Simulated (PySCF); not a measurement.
# Bond curve of CaSe

Set-up: basis Ca pcseg-1, Se pcseg-1; no relativity; PySCF 2.14. Energies in eV from Ca + Se in their ground configurations at the same level. All curves are PBE0. state 1: ¹Σ⁺ (singlet), closed shell; state 2: ³Π (triplet), unpaired electrons σ ↑, π ↑, a second solution, started from another occupation; state 3: Ms = 0 determinant of mixed spin (⟨S²⟩ near 1.0), unpaired electrons σ ↓, π ↑, a second solution, started from another occupation; state 4: ³Σ⁺ (triplet), unpaired electrons σ ↑↑, a second solution, started from another occupation.

```
R (Å)  state 1  state 2  state 3  state 4
2.098   -2.068    0.108    0.137   -0.251
2.195   -2.737   -0.905   -0.881   -0.936
2.293   -3.108   -1.599   -1.577   -1.381
2.366   -3.238   -1.957   -1.937   -1.596
2.439   -3.273   -2.208   -2.190   -1.731
2.512   -3.235   -2.374   -2.356   -1.805
2.610   -3.100   -2.493   -2.474   -1.831
2.732   -2.842   -2.523   -2.504   -1.779
2.878   -2.462   -2.445   -2.423   -1.639
3.073   -1.913   -2.229   -2.202   -1.377
```

Q: Put a parabola through the three lowest points of the state 1 curve and estimate Re, k and ωe (reduced mass 26.64 u; 1 eV/Å² = 0.16022 mdyn/Å; ωe = 1302.8·√(k/μ) cm⁻¹).

A: Through R = 2.366, 2.439, 2.512 Å the second-order coefficient is 6.85 eV/Å², so Re ≈ 2.438 Å, k ≈ 2.19 mdyn/Å and ωe ≈ 374 cm⁻¹. A polynomial fit of higher order to the unrounded PBE0 energies gives Re = 2.434 Å, k = 2.23 mdyn/Å, ωe = 377 cm⁻¹; anharmonicity and rounding make the difference.

The higher-order fit for each curve: state 1: Re = 2.434 Å, ωe = 377 cm⁻¹, De = 3.27 eV; state 2: Re = 2.704 Å, ωe = 257 cm⁻¹, minimum 2.53 eV below the ground-state fragments; state 3: Re = 2.703 Å, ωe = 259 cm⁻¹, minimum 2.51 eV below the ground-state fragments; state 4: Re = 2.596 Å, ωe = 261 cm⁻¹, minimum 1.83 eV below the ground-state fragments.

Counting both spins, an empty level lies below a filled one in some of these solutions, because spin and occupation are held.
